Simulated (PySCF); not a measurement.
**Assigning NMR signals**

Bonds (- single, = double, # triple, : aromatic): C1-O2, O2-C3, C3=C4, C4-C5, C5-N6, N6-C7, C7-C3. C1 carries H8, H9, H10; C4 carries H11; C5 carries H12, H13; N6 carries H14; C7 carries H15, H16.

[PySCF: shieldings: GIAO PBE0/pcSseg-1; structure optimised with GFN2-xTB; single conformer; in vacuum; non-relativistic Hamiltonian; one averaged value for each set of equivalent atoms]

δ = σ(ref) − σ, references computed at the same level: TMS for 13C (186.93 ppm), 1H (31.72 ppm).

**Question.** Assign these signals to the numbered atoms. 13C{1H} NMR (computed): δ 172.3 (C), 98.2 (CH), 58.7 (CH3), 57.7 (CH2), 57.1 (CH2).

**Answer.** 
```tsv
δ (ppm)	atoms	environment	reason
172.3	C3	alkene carbon bearing oxygen	an sp2 carbon further deshielded by the attached heteroatom
98.2	C4	β carbon of an enol-ether or enamine type C=C	the O or N lone pair pushes π density onto this β carbon and shields it
58.7	C1	methyl carbon bonded to O	the inductive effect lowers its shielding
57.7	C7	allylic sp3 CH2 bonded to N	pulled downfield by the heteroatom
57.1	C5	allylic sp3 CH2 bonded to N	–
```

C1 and C7; C7 and C5 lie closer than the usual error of such a calculation, so a measured spectrum could show them in the other order.

**Question.** Assign these signals to the numbered atoms. 1H NMR (300 MHz, computed): δ 4.55 (t, 1H), 3.89 (m, 2H), 3.78 (s, 3H), 3.68 (s, 2H), 1.01 (br s, 1H).

**Answer.** 
4.55 → H11, hydrogen on a β carbon of an enol-ether or enamine type C=C: lone-pair donation from O or N shields it, upfield of ordinary alkene protons
3.89 → H12/H13, hydrogen on an allylic sp3 CH2 bonded to N: its carbon carries N, hence the downfield position
3.78 → H8/H9/H10, hydrogen on a methyl carbon bonded to O: its carbon carries O, which withdraws density
3.68 → H15/H16, hydrogen on an allylic sp3 CH2 bonded to N: its carbon carries N, which withdraws density
1.01 → H14, hydrogen on an amine nitrogen: labile proton, position sensitive to the medium

H12/H13 and H8/H9/H10; H8/H9/H10 and H15/H16 lie closer than the usual error of such a calculation, so a measured spectrum could show them in the other order.

OH and NH positions are those of a molecule without intermolecular hydrogen bonds; in solution they move with solvent, concentration and temperature, and exchange usually removes their couplings. Shifts are as computed. Against solution values, carbons near 30 ppm lie about +3 ppm off and those near 130 ppm about +5 ppm. Of 1211 compounds with measured shifts, 218 miss one by over three times the rms of a fit or turn the order of signals round; such compounds aren't used in these exercises. No couplings were computed; multiplicities are counted from neighbouring protons, with m where these are inequivalent, close in shift, in a saturated or five-membered ring or joined by F or P, and br s for small geminal =CH2 splittings.
